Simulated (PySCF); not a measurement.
TaCl₄NH₂, optimised at PBE/def2-SVP:

```xyz
8

N     -1.1830    -0.0947    -1.5741
Ta     0.0195    -0.0021    -0.0156
Cl     1.0498     1.7655    -1.1718
Cl     1.9665    -1.2639    -0.0120
Cl    -1.2577    -1.7892     0.8200
Cl    -0.5470     1.3664     1.7701
H     -1.1113     0.5250    -2.3873
H     -1.9506    -0.7682    -1.6624
```

Method: PySCF energies plus ideal-gas RRHO corrections (1 bar). All species are closed-shell singlets. Ta: scalar-relativistic def2 core potential, no spin-orbit coupling. TaCl₄NH₂: computed as isolated molecules; such fragments, hydroxides, amides, oligomers or adducts are transient or little studied in the gas.

### Question
List the harmonic frequencies (cm⁻¹, unscaled) at this level and at the other levels, each on its own geometry.

### Answer
- PBE/def2-SVP: 74, 76, 131, 142, 149, 149, 267, 335, 357, 376, 388, 421, 488, 658, 677, 1430, 3463, 3574
- PBE0/def2-TZVP: 76, 80, 139, 149, 158, 160, 274, 340, 364, 396, 402, 454, 524, 704, 706, 1531, 3581, 3691
